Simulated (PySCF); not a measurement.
Worked example: oscillator strength and radiative lifetime

Si(Br)(OH)(OEt)2 (C4H11BrO3Si), SMILES O(CC)[Si](OCC)(O)Br.

Geometry: B3LYP-D3(BJ)/def2-SVP. Other conformers were not sampled.

TDA-PBE0/def2-SVP (PySCF 2.14.0) puts the first singlet state with f over 0.02 at 7.85 eV (vertical), with the transition dipole (-0.324, 0.095, 0.062) in atomic units.

### Question
Find the oscillator strength, the wavelength and the radiative lifetime that this transition would have in vacuum if emission retraced absorption.

### Answer

|μ|² = 0.1178 au, so |μ| = 0.87 D. ΔE = 7.85/27.211 = 0.2885 hartree. f = (2/3) ΔE |μ|² = 0.023 (the program prints 0.023).
λ = 1239.84/7.85 = 158 nm; ν = 63314 cm⁻¹.
Einstein's coefficient A = 0.6670 ν² f s⁻¹ (ν in cm⁻¹) = 6.1e7 s⁻¹, so τ = 1/A = 17 ns. This state is S2; the lower singlet has f = 0.014. The figure is the radiative limit of this one transition; relaxation, internal conversion, crossing to triplets and a medium change what is measured.
